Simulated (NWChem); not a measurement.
The numbers come from NWChem runs, not from measurements. System: Tl, charge 0, spin multiplicity 4. Its SCF solution wasn't tested for a lower state. Level: UB3LYP/def2-TZVP with def2 effective core potentials on Tl, VWN1-RPA local correlation.

Job file:

```
start mol
memory heap 200 mb stack 900 mb global 1100 mb
geometry units angstroms nocenter noautoz
  Tl     0.000000     0.000000     0.000000
  symmetry group D2h
end
basis spherical
  * library def2-tzvp
end
ecp
  Tl library def2-ecp
end
dft
  xc b3lyp
  odft
  mult 4
  semidirect memsize 60000000 filesize 0
  iterations 100
end
task dft energy
```

NWChem printed:

```
             Northwest Computational Chemistry Package (NWChem) 7.3.0
             --------------------------------------------------------

                                NWChem Input Module
                                -------------------

 Scaling coordinates for geometry "geometry" by  1.889725989
 (inverse scale =  0.529177249)

                             Geometry "geometry" -> ""
                             -------------------------

 Output coordinates in angstroms (scale by  1.889725989 to convert to a.u.)

  No.       Tag          Charge          X              Y              Z
 ---- ---------------- ---------- -------------- -------------- --------------
    1 Tl                  81.0000     0.00000000     0.00000000     0.00000000

 Effective nuclear repulsion energy (a.u.)       0.0000000000

            Nuclear Dipole moment (a.u.)
            ----------------------------
        X                 Y               Z
 ---------------- ---------------- ----------------
     0.0000000000     0.0000000000     0.0000000000

      Symmetry information
      --------------------

 Group name             D2h
 Group number             26
 Group order               8
 No. of unique centers     1

      Symmetry unique atoms

     1


 Summary of "ao basis" -> "" (spherical)
 ------------------------------------------------------------------------------
       Tag                 Description            Shells   Functions and Types
 ---------------- ------------------------------  ------  ---------------------
 *                         def2-tzvp                  on all atoms

                                 NWChem DFT Module
                                 -----------------

 Summary of "ao basis" -> "ao basis" (spherical)
 ------------------------------------------------------------------------------
       Tag                 Description            Shells   Functions and Types
 ---------------- ------------------------------  ------  ---------------------
 Tl                        def2-tzvp                16       50   6s5p3d2f

 Summary of "ao basis" -> "ao basis" (spherical)
[...]
   Bfn.  Coefficient  Atom+Function         Bfn.  Coefficient  Atom+Function
  ----- ------------  ---------------      ----- ------------  ---------------
    23      0.915505  1 Tl d -1              28      0.140941  1 Tl d -1

 Vector    8  Occ=1.000000D+00  E=-6.698636D-01  Symmetry=b1g
              MO Center=  9.3D-30,  1.2D-29, -2.1D-29, r^2= 6.2D-01
   Bfn.  Coefficient  Atom+Function         Bfn.  Coefficient  Atom+Function
  ----- ------------  ---------------      ----- ------------  ---------------
    22      0.918293  1 Tl d -2              27      0.136139  1 Tl d -2

 Vector    9  Occ=1.000000D+00  E=-6.698636D-01  Symmetry=ag
              MO Center= -2.1D-31,  2.1D-31,  1.5D-30, r^2= 6.2D-01
   Bfn.  Coefficient  Atom+Function         Bfn.  Coefficient  Atom+Function
  ----- ------------  ---------------      ----- ------------  ---------------
    26      0.918293  1 Tl d  2              31      0.136139  1 Tl d  2

 Vector   10  Occ=0.000000D+00  E=-3.188101D-01  Symmetry=ag
              MO Center=  4.6D-14,  4.9D-14, -3.8D-14, r^2= 2.0D+00
   Bfn.  Coefficient  Atom+Function         Bfn.  Coefficient  Atom+Function
  ----- ------------  ---------------      ----- ------------  ---------------
     5      0.801534  1 Tl s                  3     -0.635677  1 Tl s
     6      0.445043  1 Tl s                  2      0.393829  1 Tl s
     4     -0.255921  1 Tl s                  1     -0.107301  1 Tl s
    24     -0.050880  1 Tl d  0

 Vector   11  Occ=0.000000D+00  E=-7.686361D-02  Symmetry=b1u
              MO Center=  1.0D-15, -8.4D-16,  2.5D-13, r^2= 4.7D+00
   Bfn.  Coefficient  Atom+Function         Bfn.  Coefficient  Atom+Function
  ----- ------------  ---------------      ----- ------------  ---------------
    18      0.528699  1 Tl pz                21      0.359261  1 Tl pz
    12     -0.351579  1 Tl pz                15      0.304146  1 Tl pz
     9      0.069451  1 Tl pz

 Vector   12  Occ=0.000000D+00  E=-5.450586D-02  Symmetry=b2u
              MO Center=  4.8D-28, -4.7D-14, -4.1D-27, r^2= 5.3D+00
   Bfn.  Coefficient  Atom+Function         Bfn.  Coefficient  Atom+Function
  ----- ------------  ---------------      ----- ------------  ---------------
    17      0.458729  1 Tl py                20      0.445398  1 Tl py
    11     -0.333709  1 Tl py                14      0.293630  1 Tl py
     8      0.065871  1 Tl py

   alpha - beta orbital overlaps
   -----------------------------

   alpha      1      2      3      4      5      6      7      8      9     10
    beta      1      2      4      3      5      7      6      9      8     10
 overlap   1.000  1.000  1.000  1.000  0.999  1.000  1.000  1.000  1.000  0.999

   alpha     11     12     13     14     15     16     17     18     19     20
    beta     13     12     11     15     16     14     20     22     21     18
 overlap   0.986  0.986  0.996  0.985  0.985  0.997  0.976  1.000  1.000  1.000

   alpha     21     22     23     24     25     26     27     28     29     30
    beta     19     17     23     25     24     28     27     26     29     30
 overlap   1.000  0.976  1.000  0.999  0.999  1.000  1.000  1.000  1.000  1.000

   alpha     31     32     33     34     35     36     37     38     39     40
    beta     32     31     35     34     33     37     36     38     40     39
 overlap   1.000  1.000  1.000  1.000  1.000  1.000  1.000  1.000  1.000  1.000

   alpha     41     42     43     44     45     46     47     48     49     50
    beta     42     41     43     44     45     46     47     48     49     50
 overlap   1.000  1.000  1.000  1.000  1.000  1.000  1.000  1.000  1.000  1.000

     --------------------------
     Expectation value of S2:
     --------------------------
      <S2> =      3.7517 (Exact =     3.7500)

 Task  times  cpu:        1.4s     wall:        1.4s

 Total times  cpu:        1.5s     wall:        1.5s
```
